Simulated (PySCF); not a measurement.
C2H7NSi3, SMILES C#C[SiH]1[SiH2]N[SiH2]1.

Geometry optimised at B3LYP-D3(BJ)/def2-SVP. The structure was generated by enumeration, and PubChem lists no compound with its InChIKey, so it may never have been made.

Two levels are set side by side: PBE/def2-TZVP (PySCF) and PBE0/def2-TZVP (PySCF). Same geometry, gas phase. Differences are taken from unrounded values.

```
quantity                       PBE
---------------------------  -----
orbital gap (eV)              4.50
highest occupied level (eV)  -6.06
lowest empty level (eV)      -1.56
dipole moment (D)             0.85
mean polarisability (bohr³)  115.8
```

These are the PBE values. What does PBE0 give? (Estimate from the structure and the level; the computed values follow.)


```json
[
 {"quantity": "orbital gap (eV)", "PBE0": "6.30", "PBE minus PBE0": "-1.80"},
 {"quantity": "highest occupied level (eV)", "PBE0": "-7.04", "PBE minus PBE0": "0.98"},
 {"quantity": "lowest empty level (eV)", "PBE0": "-0.74", "PBE minus PBE0": "-0.82"},
 {"quantity": "dipole moment (D)", "PBE0": "0.80", "PBE minus PBE0": "0.05"},
 {"quantity": "mean polarisability (bohr³)", "PBE0": "111.7", "PBE minus PBE0": "4.1"}
]
```

PBE's occupied levels lie high since its potential decays too fast outside the molecule; exact exchange lowers them and widens the gap. Loosely held outer electrons make PBE densities more polarisable. Differences between two approximate levels are no errors against the true value.

Rough cost on one machine, each run with all the roots and properties that it gave: PBE0 against PBE within a factor of 2.
